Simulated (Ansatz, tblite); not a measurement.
Removing and adding an electron: the cluster B11 (the lowest doublet isomer of a short search). Total charge 0; doublet. Geometry: r2SCAN-D4/def2-SVP. Ansatz, gas phase; energy differences of separate SCF runs; the oxidised species is a singlet (the triplet lies 0.90 eV higher at PBE0-D4/def2-TZVP); the reduced species is a singlet (the triplet lies 0.43 eV higher at PBE0-D4/def2-TZVP).

```xyz
11

B    -0.530   -1.813   -1.377
B     1.515    0.518    1.658
B    -0.388   -1.009    0.015
B     1.050   -0.659   -1.165
B     0.345    1.533    2.040
B     1.446   -0.497    0.392
B    -1.093    1.516    1.349
B     0.052    0.393    0.831
B     0.012   -0.705   -2.390
B    -1.455    0.610    0.050
B    -0.955    0.112   -1.402
```

The xTB rows come from tblite. The structure comes from a short search, and lower isomers may exist.

```json
{"level": "GFN2-xTB", "−HOMO (eV)": "–", "vertical IE (eV)": "9.00", "−LUMO (eV)": "–", "vertical EA (eV)": "2.56", "HOMO–LUMO gap (eV)": "–", "IE − EA (eV)": "6.44"}
{"level": "LDA (SPW92)/def2-TZVP", "−HOMO (eV)": "5.66", "vertical IE (eV)": "8.02", "−LUMO (eV)": "5.12", "vertical EA (eV)": "2.89", "HOMO–LUMO gap (eV)": "0.54", "IE − EA (eV)": "5.14"}
{"level": "PBE0-D4/def2-TZVP", "−HOMO (eV)": "6.34", "vertical IE (eV)": "7.94", "−LUMO (eV)": "4.01", "vertical EA (eV)": "2.59", "HOMO–LUMO gap (eV)": "2.33", "IE − EA (eV)": "5.35"}
```

Problem. Estimate the rows for GFN1-xTB, PBE-D4/def2-TZVP.

Solution. 
```csv
level,−HOMO (eV),vertical IE (eV),−LUMO (eV),vertical EA (eV),HOMO–LUMO gap (eV),IE − EA (eV)
GFN1-xTB,–,11.71,–,6.53,–,5.19
PBE-D4/def2-TZVP,5.60,7.95,4.81,2.69,0.80,5.26
```

   HOMO and LUMO are the levels of the spin that leaves or enters (xTB has no such levels and no spin-polarisation term). Other spin states of the ions may lie lower, which would lower the ionisation energy or raise the affinity. Raw xTB energy differences between charge states are shifted by several eV; the methods need an empirical correction for them. Sets without diffuse functions give affinities that are too small.
